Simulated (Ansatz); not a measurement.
Consider the cleavage of the Si–Si bond: `[SiH3][Si]1([SiH3])BC1` + `[OH][Ge][OH]` → `[OH][Ge][O][SiH3]` + `[SiH3][SiH]1BC1`.

Computed with Ansatz on PBE0-D4/def2-TZVP structures; ΔE is electronic, products minus reactants. CCSD(T)/CBS is the MP2 limit (def2-TZVPP, def2-QZVPP) plus CCSD(T) − MP2 in def2-TZVPP, frozen cores. DFT in def2-TZVPP. B3LYP here is the variant with VWN-RPA as its local correlation; programs differ in this. For Ge outer-core shells are correlated without core-valence functions, which leaves a few kJ/mol of doubt a bond. Scalar relativity is left out up to krypton. One conformer a species, not always the lowest.

(1) Is it downhill or uphill in electronic energy at CCSD(T)/CBS, and by how much? (Estimate.)

(2) What do these levels give: PBE-D4, PBE0-D4, B3LYP-D4, PBE0, B3LYP, SCS-MP2/def2-TZVPP, CCSD/def2-TZVPP, HF/def2-QZVPP, MP2/def2-QZVPP, SCS-MP2/def2-QZVPP, MP2/CBS(def2), CCSD/CBS(def2)? (Best estimate.)

Largest T1 diagnostic among the species: 0.015.

Results:

(1) Ansatz gave: Downhill: ΔE = -90.6 kJ/mol.

(2) The calculation gave: PBE-D4 -65.2, PBE0-D4 -73.4, B3LYP-D4 -90.4, PBE0 -75.9, B3LYP -94.1, SCS-MP2/def2-TZVPP -102.1, CCSD/def2-TZVPP -96.7, HF/def2-QZVPP -122.2, MP2/def2-QZVPP -95.7, SCS-MP2/def2-QZVPP -101.9, MP2/CBS(def2) -94.4, CCSD/CBS(def2) -95.2 kJ/mol.

From PBE to PBE0 (25 % exact exchange), in def2-TZVPP and without D4, ΔE moves by −8.3 kJ/mol. In def2-TZVPP, CCSD(T) changes the Hartree–Fock value by +28.0 kJ/mol (the triples alone add +4.6 kJ/mol) and MP2 by +24.3 kJ/mol.
